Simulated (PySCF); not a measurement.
PySCF 2.14 output of an unrestricted PBE0 calculation on a single atom or ion in def2-SVP (5s3p2d1f, 31 functions), with the non-relativistic Hamiltonian (point nucleus):

```
SCF conv_tol = 1e-09
number electrons alpha = 13  beta = 9
    C. Adamo and V. Barone.,  J. Chem. Phys. 110, 6158 (1999)
    M. Ernzerhof and G. E. Scuseria.,  J. Chem. Phys. 110, 5029 (1999)
cycle= 1 E= -943.32604193827  delta_E= -0.00178  |g|= 0.0166  |ddm|= 0.0501
cycle= 2 E= -943.326116031896  delta_E= -7.41e-05  |g|= 0.0118  |ddm|= 0.0277
cycle= 3 E= -943.326195116822  delta_E= -7.91e-05  |g|= 0.00076  |ddm|= 0.0129
cycle= 4 E= -943.326205232184  delta_E= -1.01e-05  |g|= 0.000734  |ddm|= 0.0123
cycle= 5 E= -943.326202458963  delta_E= 2.77e-06  |g|= 0.000706  |ddm|= 0.00321
cycle= 6 E= -943.326167066608  delta_E= 3.54e-05  |g|= 0.000771  |ddm|= 0.08
cycle= 7 E= -943.326167240505  delta_E= -1.74e-07  |g|= 0.000481  |ddm|= 0.00114
cycle= 8 E= -943.326167357105  delta_E= -1.17e-07  |g|= 1.15e-05  |ddm|= 0.00129
cycle= 9 E= -943.326167357179  delta_E= -7.33e-11  |g|= 1.06e-06  |ddm|= 4.28e-05
converged SCF energy = -943.326167357179  <S^2> = 6.0002723  2S+1 = 5.0001089
```

The run itself started from symmetry-adapted Hartree-Fock orbitals and held the occupation by maximum overlap, on a logarithmic radial grid, so the iterations belong to that start.

**Question.** Which element, charge and spin multiplicity is this?

**Answer.** V⁺ (vanadium, charge +1), multiplicity 5; the state was [Ar] 3d4, high-spin 5D determinant.
